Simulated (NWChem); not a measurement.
Molecule: C2H6BNO; SMILES C=CB(N)O

```xyz
11

B      0.0074    -0.4895     0.0014
C     -0.6730     0.9206     0.0048
C      0.0130     2.0710    -0.0037
H     -1.7646     0.9841     0.0138
H     -0.4705     3.0468    -0.0019
H      1.1009     2.0743    -0.0127
O      1.3885    -0.5392     0.0019
H      1.7353    -1.4418    -0.0012
N     -0.7927    -1.6609    -0.0025
H     -0.4360    -2.6066    -0.0057
H     -1.8014    -1.6188    -0.0038
```
Atoms are numbered in this order, from 1.

Program: NWChem. Geometry: optimised at B3LYP/6-31G* (spherical d).

**Question.** Predict the results for TPSSh/def2-SVP. Quantities: highest occupied level (eV); orbital gap (eV); dipole (D).

**Answer.** 
- highest occupied level (eV): -6.47
- orbital gap (eV): 6.00
- dipole (D): 2.67
